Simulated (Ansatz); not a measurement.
Cartesian coordinates in Å:
```
B -0.050 -0.639 -1.508
B 1.009 0.208 -0.490
F 2.228 0.515 -0.945
O 0.740 0.614 0.766
C -0.511 0.353 1.364
H -0.089 -1.836 -1.528
H -0.796 -0.074 -2.256
H -1.180 -0.210 0.701
H -0.359 -0.228 2.275
H -0.992 1.298 1.621
```

The species carries charge 0 and has multiplicity 1.

Q: List the r2SCAN/def2-TZVPP orbital energies in eV (the Gaussian-basis code of Ansatz). (Best estimate.)

A: Computed: Occupied: -666.11, -516.50, -274.84, -181.68, -180.69, -31.53, -27.62, -18.52, -14.44, -13.33, -12.89, -12.10, -11.68, -10.96, -10.40, -9.03, -8.94, -7.95, -7.37. Lowest empty: -2.83, -0.09, 1.36, 1.93, 2.60, 3.16, 3.19, 3.50.
